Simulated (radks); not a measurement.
Values are calculated unless marked as measured or tabulated.
Neutral hydrogen inside a hard spherical wall (all orbitals vanish at R), configuration held at 1s1 and not refilled when levels cross. Level of theory: scalar-relativistic Kohn-Sham, LDA (Slater exchange, Perdew-Wang correlation), spin-unpolarised, spherical densities, finite nucleus; Gaussian nuclear charge, rms radius 0.8783 fm; without spin polarisation the odd electron is poorly described (a radial shooting solver on a logarithmic mesh with Libxc functionals). Eigenvalues in eV, with the zero of energy where the potential of the charges vanishes at infinity; a dash marks a level that is unbound or too diffuse for the functional's potential to be trusted. A positive occupied level is held by the wall or, in an anion where self-interaction has pushed it up, behind a barrier. The pressure on the wall is -dE/dV.

R (bohr)  E (hartree)  kinetic (hartree)   e(1s)  e(2s, empty)  e(2p, empty)  pressure (GPa)
free         -0.44567              0.425  -6.353             -             -               0
20           -0.44567              0.425  -6.353         0.165         0.413        < 0.0001
15           -0.44567              0.425  -6.353         0.366         0.624        < 0.0001
6            -0.44368              0.438  -6.161         5.892         4.016           0.169
5            -0.43839              0.464  -5.794        10.053         6.284           0.879
4            -0.41917              0.534  -4.751        18.696        10.885            5.04
3.5          -0.39462              0.607  -3.615        26.616        15.051            12.9
2.5          -0.24308              0.953   2.285        61.510        33.249             111
2            -0.01123              1.379  10.309        103.77        55.168             409
